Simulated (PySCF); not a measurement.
C₇H₁₃NSi: full NMR table

- Formula: C7H13NSi
- SMILES: CC#C[Si@@H](/C=C\C)NC
- Point group of the computed structure: C1
- Degrees of unsaturation: 3
- Carbon signals: 7
- Proton signals: 7

Atom-mapped SMILES (the numbers label the heavy atoms): `[CH3:1][C:2]#[C:3][Si@@H:4](/[CH:5]=[CH:6]\[CH3:7])[NH:8][CH3:9]`. Hydrogens are named by the atom that carries them.

[PySCF 2.14.0 with density-fitted response routines: GFN2-xTB geometry; shieldings: GIAO PBE0/pcSseg-1; non-relativistic Hamiltonian; gas phase; single conformer; equivalent nuclei averaged]

Referencing at the same level of theory: ¹H (σref 31.72), ¹³C (σref 186.93), ²⁹Si (σref 349.16) vs TMS; ¹⁵N (σref 267.73) against NH3.

| carbon | δC, type | δH (multiplicity) | HMBC from (2–3 bonds) | span of the C tensor (ppm) |
| --- | --- | --- | --- | --- |
| C1 | 5.9, CH3 | 2.07 (s) | – | 24 |
| C2 | 110.2, C | – | H(Si4), H(C1) | 272 |
| C3 | 89.1, C | – | H(C5), H(Si4), H(C1) | 260 |
| C5 | 129.5, CH | 5.85 (m) | H(C6), H(Si4), H(C7) | 217 |
| C6 | 154.9, CH | 6.84 (m) | H(C5), H(Si4), H(C7) | 252 |
| C7 | 23.9, CH3 | 2.10 (d) | H(C6), H(C5) | 31 |
| C9 | 31.8, CH3 | 2.81 (s) | H(Si4) | 54 |

Other nuclei:
| atoms | nucleus | environment | δ (ppm) | σ (ppm) |
| --- | --- | --- | --- | --- |
| H(Si4) | ¹H | hydrogen on a silicon bonded to 2 C, N | 4.86 | 26.86 |
| H(N8) | ¹H | hydrogen on a nitrogen bonded to C, Si | -0.10 | 31.82 |
| Si4 | ²⁹Si | silicon bonded to 2 C, N, H | -56.0 | 405.2 |
| N8 | ¹⁵N | nitrogen bonded to C, Si, H | 24.3 | 243.5 |

1. Carbon types of the structure: 2 × C, 2 × CH, 3 × CH3, leaving 2 H on heteroatoms.
2. δC 154.9, 129.5: alkene CH; an sp2 carbon of a C=C bond.
3. δC 110.2, 89.1: alkyne carbon.
4. δC 31.8: methyl carbon bonded to N; the inductive effect lowers its shielding.
5. δC 23.9: allylic methyl carbon; aliphatic region, no heteroatom directly attached.
6. δH 2.10: hydrogen on an allylic methyl carbon; allylic position.

Exchangeable OH/NH protons stand at their gas-phase positions; hydrogen bonding in a real sample shifts them, mostly to higher δ. Shifts are as computed. Against solution values, carbons near 30 ppm lie about +3 ppm off and those near 130 ppm about +5 ppm. Of 1211 compounds with measured shifts, 218 miss one by over three times the rms of a fit or turn the order of signals round; such compounds aren't used in these exercises. Experimental scales use liquid or dissolved standards, which lie at an offset from isolated NH3 (liquid NH3: subtract about 20 ppm). No couplings were computed; multiplicities are counted from neighbouring protons, with m where these are inequivalent, close in shift, in a saturated or five-membered ring or joined by F or P, and br s for small geminal =CH2 splittings.
